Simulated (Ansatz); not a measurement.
Species: BF2 (charge +1, singlet). 
Geometry from a B3LYP-D3(BJ)/def2-TZVP (Ansatz, a program for electronic structure) optimisation:
```xyz
3

F      0.0000     0.0000    -1.2292
B      0.0000     0.0000     0.0000
F      0.0000     0.0000     1.2292
```
Charge +1, spin multiplicity 1.

Parts of the frozen-core correlation energy in cc-pVDZ (Ansatz, hartree). Frozen orbitals: 3; correlated occupied orbitals by spin: 8 and 8; virtual: 31 and 31. No spin-orbit coupling. No relativistic terms.

| term | value |
|---|---|
| reference (HF) | -223.30546 |
| MP2 opposite-spin | (withheld) |
| MP2 same-spin | (withheld) |
| CCSD correlation | (withheld) |
| (T) | -0.00960 |
| CCSDT minus CCSD(T) | -0.00048 |
| T1 diagnostic | 0.017 |
| largest doubles amplitude | 0.032 |

Task: Fill in the missing entries.

Result: 
- MP2 opposite-spin, value: -0.31925
- MP2 same-spin, value: -0.12209
- CCSD correlation, value: -0.44338
